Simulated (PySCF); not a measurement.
Se(Cl)2 anion (Cl₂Se), SMILES Cl[Se]Cl (connectivity only; charge and spin as stated), charge -1, multiplicity 2.

Geometry: B3LYP-D3(BJ)/def2-SVPD. The multiplicity is an assumed one; other spin states were not compared. The isomer is the one that the SMILES or the coordinates give; other isomers of the formula were not compared.

Level of theory: B3LYP-D3(BJ)/def2-SVPD (PySCF).

Frequencies are harmonic and unscaled.

Task: Give all harmonic wavenumbers and intensities. (Estimate from the structure and the level; the computed values follow.)

Result: 
```
mode  ν (cm⁻¹)  IR (km/mol)  moving atoms (share of kinetic energy)
----  --------  -----------  --------------------------------------
1           26          3.8                        Cl 54 %, Se 46 %
2          213        297.0                        Cl 53 %, Se 47 %
3          241          0.3                                 Cl 99 %
```
